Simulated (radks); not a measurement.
Charge is removed step by step from the 6s up level of the tungsten ion W+, starting from [Xe] 4f14 5d4 6s(up 1, down 0). All-electron calculation, scalar-relativistic Kohn-Sham, SCAN, spin-polarised, spherical densities, finite nucleus; open shells are filled with parallel spins first (spin-orbit coupling, left out, can overturn this in heavy ions); meta-GGA in the generalised Kohn-Sham scheme; Fermi nuclear charge, rms radius 5.3658 fm. Program: a radial shooting solver on a logarithmic mesh with Libxc functionals.

| removed (e) | E - E(0) (eV) | eigenvalue (eV) |
|---|---|---|
| 0 | 0.000 | -13.459 |
| 0.125 | 1.746 | -14.443 |
| 0.25 | 3.608 | -15.364 |
| 0.375 | 5.582 | -16.216 |
| 0.5 | 7.657 | -17.018 |
| 0.625 | 9.834 | -17.793 |
| 0.75 | 12.104 | -18.558 |
| 0.875 | 14.474 | -19.324 |

The mean slope of the eigenvalue, de/dn, is 6.70 eV per electron.
